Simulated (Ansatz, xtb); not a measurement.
Molecule: NH₃, net charge 1, doublet state. 
Geometry from a B3LYP-D3(BJ)/def2-TZVP (Ansatz, a first-principles code) optimisation:
SMILES: [NH3+]
```xyz
4

N      0.0000     0.0000     0.0000
H      1.0252    -0.0231    -0.0127
H     -0.4924     0.8992     0.0245
H     -0.5328    -0.8762    -0.0118
```
Charge +1, spin multiplicity 2.

Harmonic wavenumbers from GFN2-xTB (xtb, at its own minimum), cm⁻¹: 751, 1199, 1200, 3183, 3232, 3232.

Give the harmonic wavenumbers at B3LYP-D3(BJ)/def2-TZVP (Ansatz, finite differences of forces, unscaled).

875, 1530, 1530, 3333, 3504, 3504 cm⁻¹. Zero-point energy 20.4 kcal/mol.

From these and the geometry, give the ideal-gas thermochemistry at 298.15 K and 1 atm (rigid rotor, harmonic oscillator).

Point group D3h, rotational symmetry number 6. Rotational constants 317.8, 317.8, 158.9 GHz. S(trans) 34.44, S(rot) 10.11, S(vib) 0.18, S(elec, spin only) 1.38, S 46.1 cal/(mol K). H(298) - H(0) 2.41 kcal/mol; G - E(el) 9.1 kcal/mol.
